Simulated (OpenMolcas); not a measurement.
# Cu2+: the spin-orbit constant, worked from levels

```
Program             : OpenMolcas
Basis               : ANO-R1 [5s3p2d1f]
Scalar Hamiltonian  : X2C, finite nucleus
Active space        : 9 electrons in 6 orbitals (3d 4s)
State averaging     : 2S+1 = 2 even, 29 roots; 2S+1 = 4 even, 10 roots kept (CI in the orbitals of an earlier block)
Spin-orbit coupling : state interaction with AMFI integrals over the reference wave functions, term energies averaged over their components
```

Methods: CASSCF; MS-CASPT2, IPEA 0.25 Eh, imaginary shift 0.1 Eh (closed shells correlated: 3s 3p). Measured levels: Sugar and Musgrove, J. Phys. Chem. Ref. Data 19, 527 (1990).

**The spin-orbit constant.** For the Hund term 2D of d9, E(J) = (A/2) J(J+1) + constant and ζ = -2S·A = -A. From J = 3/2 to J = 5/2 the energy changes by 2.5 A.

| Source | E(5/2) - E(3/2) | A | ζ |
| --- | --- | --- | --- |
| CASSCF | -2260.1 | -904.0 | 904 |
| MS-CASPT2 | -2260.2 | -904.1 | 904 |
| measured | -2071.7 | -828.7 | 829 |

All in cm-1. MS-CASPT2 is off by +9.1 % and CASSCF by +9.1 %. Both methods take the spin-orbit matrix elements from the reference wave functions, so the second can move ζ only through the term energies and any multistate remixing.

Without dynamic correlation excited terms often stand tens of per cent too high (terms of higher spin than the ground term too low), and those without a measured partner can miss by more than the paired ones (holds for CASSCF). Measured partners are found by configuration, term and J. A level has none where our copy of the source lacks it or the pairing is in doubt (some pairs that miss far off the trend of their configuration count as doubtful), and it then counts in no deviation. Only configurations of the active space appear.
